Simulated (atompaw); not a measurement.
## What one change does to a pseudopotential (chromium (Cr), PAW (atompaw))

atompaw 4.2.0.5 input, output lines left out:

```
Cr 24
GGA-PBE scalarrelativistic loggrid 1500 logderivrange -2 5 176
4 4 3 0 0 0
4 0 0.5
4 1 0.5
3 2 5
0 0 0
c
c
c
v
c
c
v
v
3
3.00 2.55 2.15 1.95
y
0.35
n
y
2.8
n
y
2.5
n
y
0.4
y
2.85
n
custom rrkj gramschmidtortho sinc
4 0.5 vpsmatchnc
2.35
2.35
3.00
3.00
1.35
1.35
3.00
3.00
```

All-electron outer shells of the reference configuration (PBE, scalar-relativistic, ld1.x):

| shell | level (eV) | outermost node (bohr) | outermost maximum (bohr) |
| --- | --- | --- | --- |
| 3s | -74.72 | 0.36 | 0.78 |
| 3p | -46.18 | 0.33 | 0.80 |
| 4s | -4.51 | 1.12 | 2.71 |
| 3d | -3.62 | – | 0.84 |
| 4p | -1.39 | 1.25 | 3.85 |

Change: augmentation sinc compensation charge, radius 2.55 bohr; PAW radius 3.00 bohr; waves and projectors: custom polynom vanderbiltortho.

Cutoffs: the cutoffs (Ry, on a coarse ladder) from which the occupation-weighted sum of valence levels, in a spherical-Bessel basis at the reference potential, stays within 10 and 1 mRy of its value at 400 Ry; they do not see the model core or the augmentation charge, which bear on the density cutoff.

Problem. What does the change do?

Solution. The potential gets neither clearly harder nor softer (55 Ry and 90 Ry → 55 Ry and 100 Ry); both files keep a bound ghost (s); the range in which the f phases agree widens (upper end 3.3 → at the end of the scan).

| quantity | base | changed |
| --- | --- | --- |
| cutoff, loose | 55 Ry | 55 Ry |
| cutoff, tight | 90 Ry | 100 Ry |
| loose cutoff by channel (10 mRy a level) | s 6 Ry, p 6 Ry, d 50 Ry | s 8 Ry, p 6 Ry, d 45 Ry |
| bound ghosts | s | s |
| s: phases at 3.01 bohr within 0.05 rad from the reference energy up to (Ry; the scan ends near 5) | 3.4 | 3.4 |
| p: phases at 3.01 bohr within 0.05 rad from the reference energy up to (Ry; the scan ends near 5) | 3.8 | n/a |
| d: phases at 3.01 bohr within 0.05 rad from the reference energy up to (Ry; the scan ends near 5) | to the end of the scan | to the end of the scan |
| f: phases at 3.01 bohr within 0.05 rad from the reference energy up to (Ry; the scan ends near 5) | 3.3 | to the end of the scan |
| lowest overlap eigenvalue by channel | s 0.42, p 0.73, d 1.00, f 0.94 | s 0.28, p 0.20, d 0.99, f 0.98 |

 A true bound ghost makes a file unfit for plane-wave use even where its test errors are small: the radial tests pick states by their node count and pass the ghost by. The cutoffs see the waves, projectors and local potential, not the compensation charge or the core.
